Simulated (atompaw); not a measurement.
# Which change was made? (Ir, PAW (atompaw))

| Quantity | Value |
| --- | --- |
| Element | Ir |
| Generator | atompaw 4.2.0.5 |
| Type | PAW |
| Functional | PBE |
| Relativity | scalar-relativistic |
| Frozen core | [Xe] 4f14 |
| Valence charge | 9 |
| Reference configuration | 5d7 6s1.5 6p0.5 |
| Partial waves | 6s (bound); 6s channel at 1.55 Ry; 6p (bound); 6p channel at 3.35 Ry; 5d (bound); 5d channel at 2.7 Ry |
| Local potential | troulliermartins scheme with l = 3 at 1 Ry, radius 2.20 bohr |
| Core correction | smooth core density matched at 1.50 bohr |
| Augmentation charge | besselshape compensation charge, radius 2.70 bohr; PAW radius 3.00 bohr; waves and projectors: bloechl |

Cutoffs, loose and tight: the cutoffs (Ry, on a coarse ladder) from which the occupation-weighted sum of valence levels, in a spherical-Bessel basis at the reference potential, stays within 10 and 1 mRy of its value at 400 Ry. They see the waves, projectors and local potential, not the compensation charge or the core.

The base gives: outcome: generated; cutoff, loose: 35 Ry; cutoff, tight: 40 Ry; bound ghosts: s.

Question: After one change the result is: outcome: generated; cutoff, loose: 18 Ry; cutoff, tight: 30 Ry; bound ghosts: s. Which change was it?
A. waves 6s (bound): rc 3.00 bohr; 6s channel at 1.55 Ry: rc 3.00 bohr; 6p (bound): rc 3.00 bohr; 6p channel at 3.35 Ry: rc 3.00 bohr; 5d (bound): rc 2.50 bohr; 5d channel at 2.7 Ry: rc 2.50 bohr; augmentation besselshape compensation charge, radius 2.70 bohr; PAW radius 3.00 bohr; waves and projectors: custom rrkj gramschmidtortho
B. all radii scaled by about 1.23 (s 3.70, p 3.70, d 3.08 bohr); local potential troulliermartins scheme with l = 3 at 1 Ry, radius 2.72 bohr; augmentation besselshape compensation charge, radius 3.32 bohr; PAW radius 3.70 bohr; waves and projectors: bloechl; core correction smooth core density matched at 1.84 bohr
C. reference 5d7 6s0 6p0
D. local potential troulliermartins scheme with l = 3 at 1 Ry, radius 2.96 bohr
E. local potential vpsmatchnc scheme with l = 3 at 1 Ry, radius 2.20 bohr

Answer: A. The others give: local potential vpsmatchnc scheme with l = 3 at 1 Ry, radius 2.20 bohr → outcome: failed: atompaw: The overlap operator has at least one negative eigenvalue! | local potential troulliermartins scheme with l = 3 at 1 Ry, radius 2.96 bohr → outcome: generated; cutoff, loose: 21 Ry; cutoff, tight: 25 Ry; bound ghosts: none | all radii scaled by about 1.23 (s 3.70, p 3.70, d 3.08 bohr); local potential troulliermartins scheme with l = 3 at 1 Ry, radius 2.72 bohr; augmentation besselshape compensation charge, radius 3.32 bohr; PAW radius 3.70 bohr; waves and projectors: bloechl; core correction smooth core density matched at 1.84 bohr → outcome: generated; cutoff, loose: 25 Ry; cutoff, tight: 30 Ry; bound ghosts: none | reference 5d7 6s0 6p0 → outcome: failed: atompaw: terminating projector 1000.
